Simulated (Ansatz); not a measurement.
CrO2(OH)2 (CrO₄H₂), relaxed as a singlet with RKS PBE-D4/def2-SVP in Ansatz, starting from the GFN2-xTB geometry. Force threshold 0.02 eV/Å.

The restricted singlet is unstable towards broken spin symmetry at other levels; at PBE-D4/def2-SVP this wasn't settled.

Start:

Cartesian coordinates in Å:
```
Cr 0.213 0.301 -0.139
O 0.094 0.905 -1.569
O 1.307 1.078 0.650
O 0.648 -1.314 -0.252
H 1.062 -2.163 -0.414
O -1.256 0.452 0.652
H -2.068 0.742 1.072
```

(1) Estimate the energy that the relaxation releases and the steps that it takes.

(2) Does the start keep its bonding and symmetry?

(3) Predict the relaxed structure.

Answers

(1) 16.9 kcal/mol, in 31 steps; 36 s on 4 threads of Arm Neoverse V1 on a shared host. The force fell under the threshold at step 9, but the optimiser went on and released 0.188 eV more. No frequencies were taken in this run, so the end may be a saddle point.

(2) By distances, no bond broke or formed. The bond that changes most is Cr1–O4, from 1.68 to 1.75 Å (atoms count from 1). Point group C2v at the start, C2 at the end, both within 0.05 Å.

(3) 
```xyz
7

Cr    0.205    0.300   -0.152
O    -0.196    1.068   -1.454
O     1.521    0.870    0.474
O     0.425   -1.388   -0.576
H     1.068   -1.854   -0.001
O    -1.065    0.453    1.049
H    -1.959    0.551    0.660
```
Bond lengths: 4 × Cr–O 1.56 to 1.75 Å; 2 × H–O 0.98 Å.
